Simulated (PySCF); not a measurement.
This PySCF input asks for the NMR shieldings of SMILES CCN[SiH2]CC, C₄H₁₃NSi; the geometry comes from GFN2-xTB.

```python
import basis_set_exchange as bse
import numpy as np
from pyscf import gto, dft
from pyscf.prop import nmr

atoms = """
C     2.992796   -0.152899    0.538250
C     2.170504    0.463517   -0.591214
N     0.846542   -0.096767   -0.704808
Si   -0.467944    0.453980    0.253346
C    -1.974035   -0.579057   -0.256579
C    -3.241090   -0.097436    0.434039
H     3.971641    0.316099    0.593704
H     3.127194   -1.219739    0.371431
H     2.479799   -0.012566    1.485923
H     2.055565    1.533905   -0.413968
H     2.699096    0.328122   -1.542246
H     0.881531   -1.074854   -0.952359
H    -0.637228    1.872743   -0.083249
H    -0.295136    0.349058    1.716896
H    -2.116054   -0.526698   -1.336384
H    -1.819820   -1.631583   -0.013838
H    -4.106354   -0.685554    0.130340
H    -3.140934   -0.174812    1.514398
H    -3.435878    0.943794    0.188743
"""
names = dict.fromkeys(["C", "N", "Si", "H"], "pcSseg-1")
basis = {el: gto.basis.parse(bse.get_basis(n, elements=[el], fmt="nwchem")) for el, n in names.items()}
mol = gto.M(atom=atoms, basis=basis, charge=0, verbose=0)
mf = dft.RKS(mol, xc="PBE0")
mf.grids.level = 2
mf.grids.alignment = dft.numint.BLKSIZE   # the property module wants whole blocks of grid points
mf.conv_tol = 1e-9
mf.kernel()

calc = nmr.RKS(mf)   # GIAO
C = mf.mo_coeff
Co = C[:, mf.mo_occ > 0]
resp = mf.gen_response(singlet=True, hermi=2)
def vind(x):   # induced exchange potential for any number of trial vectors
    d = np.einsum("pi,xij,qj->xpq", C, 2 * x.reshape(-1, C.shape[1], Co.shape[1]), Co, optimize=True)
    return np.einsum("xpq,pi,qj->xij", resp(d - d.transpose(0, 2, 1)), C, Co, optimize=True).ravel()
mo1, _ = nmr.rhf.solve_mo1(calc, with_cphf=vind)
sigma = calc.kernel(mo1)
for i, s in enumerate(sigma):   # ppm
    print("%2d %-2s %9.2f" % (i, mol.atom_pure_symbol(i), np.trace(s) / 3))
```

Problem. What does it print?

Solution. 
```
 0 C     164.78
 1 C     144.00
 2 N     230.82
 3 Si    379.50
 4 C     179.86
 5 C     177.82
 6 H      30.68
 7 H      30.86
 8 H      30.32
 9 H      29.01
10 H      28.54
11 H      32.00
12 H      27.18
13 H      26.77
14 H      30.81
15 H      30.98
16 H      30.32
17 H      30.77
18 H      30.81
```

These numbers come from an equivalent density-fitted implementation of the same equations, which agrees with the script to about 0.01 ppm for H and up to a few tenths of a ppm for heavy atoms, so last digits may differ.

Problem. Turn these shieldings into chemical shifts. Chemical shifts δ = σref − σ; TMS for 13C (186.93 ppm), 29Si (349.16 ppm), 1H (31.72 ppm); NH3 for 15N (267.73 ppm), all at this level.

Solution. Averaging equivalent atoms: C 1: 42.9; C 0: 22.1; C 5: 9.1; C 4: 7.1; N 2: 36.9; Si 3: -30.3; H 12/13: 4.74; H 9/10: 2.94; H 6/7/8: 1.09; H 16/17/18: 1.08; H 14/15: 0.82; H 11: -0.28 ppm. Experimental scales use liquid or dissolved standards, which lie at an offset from isolated NH3 (liquid NH3: subtract about 20 ppm).

Size and cost of the density-fitted run: 174 basis functions, 17 s wall time on 1 thread of an Intel Xeon 6975P-C, shared host; peak memory 0.79 GiB.
